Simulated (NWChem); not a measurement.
Species: C$_{2}$H$_{4}$F$_{2}$OSi; SMILES FC([SiH2]C=O)F

```xyz
10

O      0.8247    -2.1723    -0.6758
C      0.0039    -2.0118     0.1944
Si    -0.9656    -0.3399     0.2464
C      0.3213     0.9887    -0.2712
F     -0.2792     2.1944    -0.4368
F      1.2463     1.1070     0.7188
H     -0.1925    -2.8280     0.9428
H     -1.5132    -0.0249     1.5960
H     -2.0570    -0.4055    -0.7684
H      0.8560     0.7338    -1.2044
```
Atoms are numbered in this order, from 1.

Computed with NWChem. Pople sets run with spherical d functions. The geometry was optimised at PBE0/def2-SVP. Atomic charges in e: unrestrained fits to the electrostatic potential beside Mulliken populations; buried atoms are poorly determined by the fit.

Problem. What does the run give for Hartree-Fock/6-31G*? Quantities: ESP O1; Mulliken O1; ESP C2; Mulliken C2; ESP Si3; Mulliken Si3; ESP C4; Mulliken C4; ESP F5; Mulliken F5; relative RMS misfit of the potential (%).

Solution. 
```yaml
ESP O1: -0.48
Mulliken O1: -0.46
ESP C2: 0.39
Mulliken C2: 0.04
ESP Si3: 0.29
Mulliken Si3: 0.73
ESP C4: 0.58
Mulliken C4: 0.46
ESP F5: -0.31
Mulliken F5: -0.43
relative RMS misfit of the potential (%): 18
```
